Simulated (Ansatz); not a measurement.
Species: H3BI2Si, SMILES `[SiH3]B(I)I` (charge 0, multiplicity 1).

Problem. Give a relaxed geometry from Ansatz (an electronic-structure program) with r2SCAN-D4/def2-TZVP.

Solution. the end point of this relaxation (outside a Z-matrix the atoms follow the SMILES, hydrogens last).
Bonds (Å): Si1–B2 2.008, Si1–H5 1.487, Si1–H6 1.485, Si1–H7 1.489, B2–I3 2.122, B2–I4 2.124. Bond angles (°): B2–Si1–H5 110.2, B2–Si1–H6 112.1, B2–Si1–H7 107.7, H5–Si1–H6 109.6, H5–Si1–H7 108.2, H6–Si1–H7 108.9, Si1–B2–I3 121.1, Si1–B2–I4 118.9, I3–B2–I4 119.9.
